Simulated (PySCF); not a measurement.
AlH3, SMILES [AlH3].

The structure is a stationary point at ωB97X-D3(BJ)/def2-TZVPD. The isomer is the one that the SMILES or the coordinates give; other isomers of the formula were not compared.

Computed with B3LYP/def2-TZVPD (PySCF).

Symmetry labels are those of the subgroup C2v that the program uses (full group D3h).

Computed valence orbital energies around the gap with their symmetry:
```json
[
 {"orbital": "HOMO−7", "symmetry": "A1", "energy (eV)": "-1524.50"},
 {"orbital": "HOMO−6", "symmetry": "A1", "energy (eV)": "-112.49"},
 {"orbital": "HOMO−5", "symmetry": "B2", "energy (eV)": "-73.26"},
 {"orbital": "HOMO−4", "symmetry": "A1", "energy (eV)": "-73.01"},
 {"orbital": "HOMO−3", "symmetry": "B1", "energy (eV)": "-73.01"},
 {"orbital": "HOMO−2", "symmetry": "A1", "energy (eV)": "-11.54"},
 {"orbital": "HOMO−1", "symmetry": "A1", "energy (eV)": "-8.40"},
 {"orbital": "HOMO", "symmetry": "B1", "energy (eV)": "-8.40"},
 {"orbital": "LUMO", "symmetry": "B2", "energy (eV)": "-1.98"},
 {"orbital": "LUMO+1", "symmetry": "A1", "energy (eV)": "0.24"},
 {"orbital": "LUMO+2", "symmetry": "A1", "energy (eV)": "0.62"},
 {"orbital": "LUMO+3", "symmetry": "A1", "energy (eV)": "0.94"}
]
```
